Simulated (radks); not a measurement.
Problem. Rb XI, configuration [Ar] 3d9. Calculated with a radial shooting solver on a logarithmic mesh with Libxc functionals: scalar-relativistic Kohn-Sham, r2SCAN, spin-polarised, spherical densities, finite nucleus; open shells are filled with parallel spins first (spin-orbit coupling, left out, can overturn this in heavy ions); meta-GGA in the generalised Kohn-Sham scheme; Fermi nuclear charge, rms radius 4.2036 fm. Some entries of the table are withheld. Estimate them.

| orbital | occ. | eigenvalue (eV) | <r> (bohr) |
|---|---|---|---|
| 1s down | 1 | -15279.88 | 0.04030 |
| 1s up | 1 | -15279.88 | 0.04030 |
| 2s up | 1 | -2229.655 | 0.1776 |
| 2s down | 1 | -2227.907 | 0.1775 |
| 2p up | 3 | -1997.979 | 0.1550 |
| 2p down | 3 | -1996.689 | 0.1549 |
| 3s up | 1 | -499.9994 | 0.5013 |
| 3s down | 1 | -497.7202 | 0.5020 |
| 3p up | 3 | -424.3320 | (1) |
| 3p down | 3 | -421.9939 | (2) |
| 3d up | 5 | -300.2122 | 0.4962 |
| 3d down | 4 | -297.6010 | 0.4979 |
| 4s up | 0 | -181.2051 | 1.172 |
| 4s down | 0 | -180.4758 | 1.176 |
| 4p up | 0 | (3) | 1.247 |
| 4p down | 0 | (4) | 1.252 |

Solution. 
(1) 3p up <r> (bohr): 0.5060
(2) 3p down <r> (bohr): 0.5068
(3) 4p up eigenvalue (eV): -158.3643
(4) 4p down eigenvalue (eV): -157.7218
